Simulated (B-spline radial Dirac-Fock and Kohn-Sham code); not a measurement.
Auger parameter of fluorine: the K level and its strongest K-LL line

These are calculated numbers from a radial finite-basis atomic code; the model is relaxed Dirac-Fock hole states (ΔSCF) with Breit and QED corrections and a finite nucleus. The modified Auger parameter α′ is the binding energy plus the kinetic energy of the Auger electron; it does not depend on the energy zero. For free ions it tends to fall with charge, since less charge screens the final holes.

```csv
species,configuration,binding 1s (eV),Auger line,kinetic (eV),α′ (eV)
F⁻,[He] 2s2 2p6,679.0,L2L3 J=2,659.1,1338.1
F⁻ (Watson 1.131 Å),[He] 2s2 2p6,690.3,L2L3 J=2,646.6,1336.9
F⁻ (Watson 1.33 Å),[He] 2s2 2p6,689.1,L2L3 J=2,648.3,1337.4
F⁻ (Watson 1.596 Å),[He] 2s2 2p6,687.7,L2L3 J=2,650.1,1337.8
```
